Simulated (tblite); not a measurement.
A structure optimised at GFN2-xTB (Å):
```
atom  x, y, z in Å
C1     2.0554    0.1148   -0.2183
C2     0.7109    0.2751    0.3531
F3     0.6289    0.9696    1.4985
C4    -0.4681   -0.2355   -0.1982
N5    -0.4114   -0.9499   -1.2728
C6    -1.7717    0.1138    0.5294
F7    -2.1179    1.4035    0.2896
F8    -2.7881   -0.6487    0.0646
H9     2.4556    1.0832   -0.5271
H10    2.7391   -0.2896    0.5296
H11    1.9901   -0.5457   -1.0767
H12   -1.3165   -1.2660   -1.6095
H13   -1.7104   -0.0239    1.6200
```

Doublet state.

(1) Which heavy atoms are bonded, and with what formal order?

(2) Which species is it?

(3) What is the point group of this geometry?

(4) Describe the place of each heavy atom.

(5) What is the arrangement about C6?

(6) What is the arrangement about N5?

Answers

(1) C1–C2 1.47 Å (single); C2–F3 1.34 Å (single); C2–C4 1.40 Å (single); C4–N5 1.29 Å (double); C4–C6 1.53 Å (single); C6–F7 1.36 Å (single); C6–F8 1.35 Å (single). Bonds to hydrogen (Å): C1–H9 1.09; C1–H10 1.09; C1–H11 1.09; N5–H12 1.02; C6–H13 1.10. The orders are those of one drawing; other resonance forms can be drawn.

(2) `[H]/N=C(/[C](C)F)C(F)F`, C4H5F3N.

(3) C1 (no symmetry element, even within 0.4 Å).

(4) C1: carbon bonded to C and 3 H; C2: carbon bonded to 2 C and F; F3: fluorine bonded to C; C4: carbon bonded to 2 C and N; N5: nitrogen bonded to C and H; C6: carbon bonded to C, 2 F and H; F7/F8: fluorine bonded to C.

(5) It has 4 neighbours (C4, F7, F8, H13) and is distorted tetrahedral (angles from 106.5° to 113.2°).

(6) It has 2 neighbours (C4, H12) and is bent (angle 114.1°).

These are computed values.
